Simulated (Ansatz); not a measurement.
`[NH2][GeH2][CH2][SiH3]` and `[NH2][GeH2][CH2]O` differ in one atom or group.

Ansatz, PBE0-D4/def2-TZVP geometries, multiplicity 1. Each molecule was computed in one conformer, which needn't be the lowest.

Scalar relativity is left out up to krypton.

| property | `[NH2][GeH2][CH2][SiH3]` |
| --- | --- |
| LUMO energy (PBE/def2-TZVPP) / eV | -0.32 |
| HOMO–LUMO gap (B3LYP/def2-TZVPP) / eV | 7.25 |
| HOMO energy (ωB97M-V/def2-TZVPP) / eV | -9.63 |
| size of the dipole moment (B3LYP/def2-TZVPP) / D | 1.50 |
| HOMO energy (PBE/def2-TZVPP) / eV | -5.87 |
| HOMO energy (PBE0/def2-TZVPP) / eV | -7.29 |

Q: What does the change do to each property? (Best estimate.)

A: Computed: 
| property | `[NH2][GeH2][CH2]O` | shift |
| --- | --- | --- |
| LUMO energy (PBE/def2-TZVPP) / eV | -0.60 | -0.28 |
| HOMO–LUMO gap (B3LYP/def2-TZVPP) / eV | 6.94 | -0.31 |
| HOMO energy (ωB97M-V/def2-TZVPP) / eV | -9.55 | 0.08 |
| size of the dipole moment (B3LYP/def2-TZVPP) / D | 2.60 | 1.10 |
| HOMO energy (PBE/def2-TZVPP) / eV | -5.73 | 0.14 |
| HOMO energy (PBE0/def2-TZVPP) / eV | -7.23 | 0.06 |

With PBE0 the HOMO rises by 0.06 eV and the LUMO falls by 0.27 eV, so the gap narrows by about 0.33 eV. PBE moves the HOMO by 0.14 eV and ωB97M-V by 0.08 eV. Dipoles are sizes alone; their direction can turn.

B3LYP here is the variant with VWN-RPA as its local correlation; programs differ in this.
